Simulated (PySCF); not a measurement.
# Excitation energy of I²⁺ by level of theory

I²⁺ [Kr] 4d10 5s2 5p3 (4S) → I²⁺ [Kr] 4d10 5s1 5p4 (4P), as a difference of total energies. Computed with PySCF 2.14 in aug-cc-pVQZ-DK3, with scalar relativity by spin-free X2C-1e. Correlated levels: valence: [Kr] 4d10 frozen. The calculations carry no spin-orbit coupling.

| method | excitation energy (eV) |
| --- | --- |
| UHF | 11.118 |
| MP2 (valence) | 11.043 |
| SCS-MP2 (valence) | 11.027 |
| CCSD (valence) | 10.619 |
| CCSD(T) (valence) | 10.509 |

Q: How much does correlation contribute at CCSD(T) (valence)?

A: 10.509 − (11.118) = -0.609 eV, measured against UHF.

A first-order spin-orbit estimate (lowest level to lowest level, LS coupling) adds -0.397 eV.

The coupled-cluster amplitudes are large for the upper state (T1 above 0.03 or a double amplitude above 0.15), so a single reference is strained.
